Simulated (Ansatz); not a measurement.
Isolated molecules relaxed with PBE0-D4/def2-TZVP in Ansatz; ΔE leaves out vibrations. CCSD(T)/CBS is the MP2 limit (def2-TZVPP, def2-QZVPP) plus CCSD(T) − MP2 in def2-TZVPP, frozen cores. This one scheme is used for every species. Functionals use def2-TZVPP. For Se outer-core shells are correlated without core-valence functions, which leaves a few kJ/mol of doubt a bond. Scalar relativity is left out up to krypton. Each species was taken in one conformer, which may not be the lowest.

Reaction (formal exchange of groups at the Se–Al bond): `[AlH2][SeH]` + `O[SiH2][SiH3]` → `O[SiH]([SiH3])[SeH]` + `[AlH3]`

`[AlH2][SeH]`:

Z-matrix (Å, degrees):
```
Al
Se 1 2.314
H 1 1.579 2 116.3
H 1 1.580 2 119.2 3 180.0
H 2 1.469 1 92.2 3 179.9
```

`O[SiH2][SiH3]`:

Cartesian coordinates in Å:
```
O -0.124 2.043 0.318
Si 0.051 0.502 0.893
Si -0.165 -1.113 -0.797
H 0.480 2.333 -0.366
H 1.376 0.318 1.556
H -1.013 0.337 1.914
H 0.056 -2.473 -0.232
H 0.852 -0.880 -1.862
H -1.513 -1.067 -1.424
```

`O[SiH]([SiH3])[SeH]`:

```xyz
10

O    -1.013    1.799    0.588
Si   -0.159    0.419    0.875
Si    1.141   -0.252   -0.952
Se   -1.470   -1.368    1.440
H    -1.757    1.743   -0.015
H     0.639    0.711    2.088
H     0.228   -0.726   -2.031
H     2.030   -1.374   -0.552
H     1.968    0.864   -1.487
H    -1.608   -1.815    0.047
```

`[AlH3]`:

```xyz
4

Al    0.000    0.000    0.000
H    -0.534    0.249    1.472
H    -0.564   -1.211   -0.854
H     1.098    0.962   -0.618
```

```
             level  ΔE (eV)
           ωB97X-V     0.57
           ωB97M-V     0.56
            r2SCAN     0.61
     HF/def2-TZVPP     0.69
SCS-MP2/def2-TZVPP     0.59
     HF/def2-QZVPP     0.68
    MP2/def2-QZVPP     0.56
      HF/CBS(def2)     0.68
```

(1) What does CCSD(T)/CBS give? (Best estimate.)

Largest T1 diagnostic among the species: 0.012.

## Answers

(1) The calculation gave: +0.58 eV. The listed levels differ from it by -0.01, -0.02, 0.03, 0.11, 0.01, 0.10, -0.02, 0.10 eV.

In def2-TZVPP, CCSD(T) changes the Hartree–Fock value by −0.09 eV (the triples alone add −0.02 eV) and MP2 by −0.11 eV. The D4 term adds −0.09 eV with B3LYP and −0.05 eV with PBE0; it sums over pairs of atoms, weighted by their polarisabilities, and B3LYP, whose exchange is more repulsive, gets the larger term.

B3LYP here is the variant with VWN-RPA as its local correlation; programs differ in this.
